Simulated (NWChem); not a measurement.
**Atomisation of Cl$_{4}$Ge**

SMILES: [Ge]([Cl])([Cl])([Cl])[Cl]
```xyz
5

Cl     1.7367     0.0000    -1.2276
Ge     0.0000     0.0000     0.0000
Cl    -1.7367     0.0000    -1.2276
Cl     0.0000    -1.7367     1.2276
Cl     0.0000     1.7367     1.2276
```
Charge 0, spin multiplicity 1.

Everything below was run with NWChem. All single points use one geometry, from PBE0/def2-SVP, a minimum by its harmonic frequencies.

Basis set: def2-TZVP. The atomisation energy is electronic alone: no zero-point, thermal, spin-orbit or counterpoise terms. No value is extrapolated to the basis-set limit. Free atoms are single determinants with multiplicities Cl 2, Ge 3. Correlated methods freeze the same cores in atoms and molecule, 29 orbitals in all.

Costs are rough ratios of processor time within this set of runs, SCF included, with HF as 1. Costs are the molecule's.

The Hamiltonian is non-relativistic. B3LYP has NWChem's definition, with VWN1-RPA local correlation. The structure started from a generated list of species. No SCF solution was tested for a lower state. Open-shell Hartree-Fock references start from PBE0 orbitals; any time given for them includes that run.

```csv
method,atomisation energy (kcal/mol),relative cost
HF,235.2,1
PBE0,332.6,under 3
PBE,338.1,under 3
BP86,331.4,under 3
BLYP,?,under 3
B3LYP,313.9,under 3
M06-2X,?,under 3
MP2,?,7
```

### Question
What belongs in the gaps?

### Answer

- BLYP, atomisation energy (kcal/mol): 310.5
- M06-2X, atomisation energy (kcal/mol): 338.6
- MP2, atomisation energy (kcal/mol): 344.0
